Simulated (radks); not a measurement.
Q: Valence configurations of Kr+ (all share [Ar]). Calculated with a radial shooting solver on a logarithmic mesh with Libxc functionals: scalar-relativistic Kohn-Sham, r2SCAN, spin-polarised, spherical densities, finite nucleus; open shells are filled with parallel spins first; meta-GGA in the generalised Kohn-Sham scheme; Fermi nuclear charge, rms radius 4.1884 fm. Order these by energy: 3d9 4s2 4p6; 3d10 4s1.5 4p5.5; 3d9.5 4s2 4p5.5; 3d9.5 4s1.5 4p6; 3d10 4s2 4p5; 3d10 4s1 4p6.

A: From the lowest, in eV above it: 3d10 4s2 4p5 0.000; 3d10 4s1.5 4p5.5 7.442; 3d10 4s1 4p6 14.857; 3d9.5 4s2 4p5.5 38.893; 3d9.5 4s1.5 4p6 46.566; 3d9 4s2 4p6 80.310. NIST lists [Ar] 3d10 4s2 4p5 as the ground configuration; this level of theory agrees among the configurations tried. The energies are those of spherical high-spin densities, not of single terms.
